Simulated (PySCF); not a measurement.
Species: C₃H₁₂B₂N₂.
SMILES with atom numbers: `[CH2:1]=[C:2]([CH3:3])[BH-:4]1[NH2+:5][BH2-:6][NH2+:7]1` (hydrogens: H8, H9 on C1; H10, H11, H12 on C3; H13 on B4; H14, H15 on N5; H16, H17 on B6; H18, H19 on N7)

Cartesian coordinates in Å at the PBE0-D3(BJ)/def2-SVP level; atoms count from 1:
```xyz
19
C3H12B2N2 angstrom
C     -1.8894    1.0843    0.6599
C     -1.5246    0.0779   -0.1475
C     -2.5509   -0.8941   -0.6604
B     -0.0280   -0.1693   -0.6417
N      0.6041   -1.5345   -0.0788
B      1.8059   -0.6464    0.4839
N      1.0889    0.7152    0.0605
H     -1.1752    1.8239    1.0409
H     -2.9300    1.2375    0.9699
H     -3.5637   -0.6841   -0.2831
H     -2.5812   -0.8770   -1.7631
H     -2.2986   -1.9332   -0.3838
H      0.1039   -0.1357   -1.8572
H      0.0537   -1.9972    0.6408
H      0.8596   -2.2224   -0.7806
H      2.8276   -0.8278   -0.1529
H      1.9290   -0.7477    1.6918
H      0.7557    1.2748    0.8424
H      1.6166    1.3180   -0.5632
```

Linear response at CAM-B3LYP/def2-SVPD (PySCF, frozen core in the response, non-relativistic).

Static isotropic polarisability: 83.54 au (12.38 Å³), principal values 70.5, 86.7, 93.4 au.

Question: What is the polarisability at 1064 nm and at the sodium D line?

Answer: 84.26 au at 1064 nm (+0.9 %), 85.98 au at 589.3 nm (+2.9 %). The rise at 589.3 nm is 3.38 times that at 1064 nm; a pure ω² law gives 3.26. The lowest singlet lies at 192 nm, shorter than both wavelengths.

Question: What is the isotropic C6 coefficient between two such molecules, C6 = (3/π)∫α(iω)² dω?

Answer: 2869 au (Eh·bohr⁶) by a ten-point quadrature over imaginary frequencies, which is 1710 eV·Å⁶ or 165 J·nm⁶/mol.

Question: Which effective excitation energy ω̄ makes London's formula C6 = (3/4)α²ω̄ exact here?

Answer: ω̄ = 4·C6/(3α²) = 0.548 Eh = 14.9 eV. A one-pole form α(ω) = α/(1 − ω²/ω̄²) fitted to the 1064 nm value gives 12.6 eV. London's choice of the ionisation energy (9.02 eV, ΔSCF at the same level) gives C6 = 1740 au, 40 % too low.

Question: What three-body coefficient follows from the one-pole estimate C9 = (3/4)·α·C6?

Answer: 180000 au. This is an estimate from the two numbers above, not a computed integral.

Question: The lowest 10 singlets have (eV, f): 6.46, 0.039; 6.88, 0.235; 7.01, 0.003; 7.15, 0.066; 7.43, 0.024; 7.59, 0.044; 7.66, 0.022; 7.68, 0.031; 7.87, 0.015; 7.99, 0.009. What share of the static polarisability do they carry in the sum over states α = Σ f/ω²?

Answer: 7.19 au, 8.6 % of α; the largest term, 3.68 au, is that of the state at 6.88 eV. Their oscillator strengths add up to 0.49. Higher states carry the rest.

Question: What n − 1 at the D line would an ideal gas of it have at 273.15 K and 1 atm (2.6868 × 10¹⁹ cm⁻³), by n − 1 = 2π·N·α′?

Answer: 21.51 × 10⁻⁴, a formal value whether or not that pressure can be reached.

Question: What molar refraction at the D line follows from R = (4π/3)·N_A·α′, with α′ the polarisability volume?

Answer: α′ = 12.74 Å³ gives R = 32.14 cm³/mol, for isolated, non-vibrating species.

Question: How anisotropic is the static polarisability, by Δα² = ½[(α1 − α2)² + (α2 − α3)² + (α3 − α1)²]?

Answer: Δα = 20.4 au, or 0.24 of the isotropic value.

One conformer stands for the species.
